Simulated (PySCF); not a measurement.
H₂MgO₂, SMILES [OH][Mg][OH].

Geometry: PBE-D3(BJ)/def2-TZVP. Other conformers were not sampled.

Computed with C-PCM-ωB97X/def2-SVP run with PySCF 2.14.0.

The values are the electrostatic part of the solvation free energy, E(continuum) − E(gas) at the gas-phase geometry, in a cavity of scaled van der Waals radii (PySCF's table); cavitation and dispersion terms are not included. A continuum can't describe solvent molecules that bind to the metal. In vacuum the orbital gap is 10.86 eV. The dipole moment in vacuum is 1.29 D.

Problem. Estimate the values in water (ε = 78.36), tetrahydrofuran (ε = 7.43), 1-octanol (ε = 9.86). (An estimate is asked for; the answer gives what the named calculation found.)

Solution. 
```tsv
solvent	ε	ΔG(elec) (kcal/mol)	dipole (D)	gap (eV)
water	78.36	-14.6	1.59	11.38
tetrahydrofuran	7.43	-12.7	1.55	11.31
1-octanol	9.86	-13.2	1.56	11.33
```
